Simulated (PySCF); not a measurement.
Write Cartesian coordinates for `N#CC#C/C=N/[SiH3]` as optimised with PBE0-D3(BJ)/def2-SVP.

```xyz
11
C4H4N2Si angstrom
N      5.120    1.272   -0.041
C      4.035    0.857    0.012
C      2.756    0.360    0.078
C      1.621   -0.077    0.136
C      0.304   -0.645    0.231
N     -0.726   -0.015   -0.154
Si    -2.368   -0.646   -0.071
H      0.289   -1.669    0.665
H     -3.164    0.291    0.770
H     -2.402   -2.025    0.518
H     -2.907   -0.668   -1.459
```

Any rigid rotation of these coordinates is as good. Atoms count from 1 in this order. The C–C distances run from 1.218 Å (C3≡C4, drawn triple) to 1.437 Å (C4–C5, drawn single), a spread of 0.219 Å. The 7 heavy atoms lie in one plane (0.001 Å rms). Si7 (SiH3 silicon) is tetrahedral (angles from 107.4° to 111.7°). The 2 C–N bonds span 1.163 Å (N1≡C2, drawn triple) to 1.268 Å (C5=N6, drawn double), a spread of 0.105 Å.

Bonds between heavy atoms (Å): N1≡C2 1.163, C2–C3 1.373, C3≡C4 1.218, C4–C5 1.437, C5=N6 1.268, N6–Si7 1.760.

Computed with PBE0-D3(BJ)/def2-SVP geometry optimisation, gas phase in PySCF 2.14.0.

Point group: Cs (every atom within 0.08 Å of its image). Stationary, but not proved a minimum.
